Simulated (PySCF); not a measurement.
Worked example: oscillator strength and radiative lifetime

pentafluoroethane (C₂HF₅), SMILES FC(F)C(F)(F)F.

Coordinates come from a ωB97X-D3(BJ)/def2-SVP optimisation.

TDDFT-ωB97X/def2-SVPD (PySCF) puts the first singlet state with f over 0.02 at 10.49 eV (vertical), with the transition dipole (-0.102, 0.385, 0.000) in atomic units.

Problem. Find the oscillator strength, the wavelength and the radiative lifetime that this transition would have in vacuum if emission retraced absorption.

Solution. 
|μ|² = 0.1586 au, so |μ| = 1.01 D. ΔE = 10.49/27.211 = 0.3855 hartree. f = (2/3) ΔE |μ|² = 0.041 (the program prints 0.041).
λ = 1239.84/10.49 = 118 nm; ν = 84608 cm⁻¹.
Einstein's coefficient A = 0.6670 ν² f s⁻¹ (ν in cm⁻¹) = 1.9e8 s⁻¹, so τ = 1/A = 5.1 ns. This state is S1. The figure is the radiative limit of this one transition; relaxation, internal conversion, crossing to triplets and a medium change what is measured.
